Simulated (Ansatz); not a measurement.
Gas-phase electronic energies from Ansatz, PBE0-D4/def2-TZVP geometries. CBS: MP2 limit from def2 TZ/QZ plus the TZ coupled-cluster correction, frozen cores. This one scheme is used for every species. Functionals use def2-TZVPP. For Se outer-core shells are correlated without core-valence functions, which leaves a few kJ/mol of doubt a bond. Scalar relativity is left out up to krypton. One conformer a species, not always the lowest.

`O[SiH2][SeH]` + `N[SiH3]` → `[SiH3]N[SiH2][SeH]` + H₂O  (ligand exchange at the Si–O bond)

```json
{"level": "PBE", "ΔE (kJ/mol)": "33.6"}
{"level": "MP2/def2-TZVPP", "ΔE (kJ/mol)": "25.2"}
```

What does CCSD(T)/CBS give? (Estimate.)

Ansatz gave: +24.2 kJ/mol. The listed levels differ from it by 9.4, 1.0 kJ/mol.

Largest T1 diagnostic among the species: 0.010.

In def2-TZVPP, CCSD(T) changes the Hartree–Fock value by −14.5 kJ/mol (the triples alone add −2.0 kJ/mol) and MP2 by −15.6 kJ/mol. The D4 term adds −11.7 kJ/mol with B3LYP and −6.7 kJ/mol with PBE0; it sums over pairs of atoms, weighted by their polarisabilities, and B3LYP, whose exchange is more repulsive, gets the larger term.

B3LYP here is the variant with VWN-RPA as its local correlation; programs differ in this.
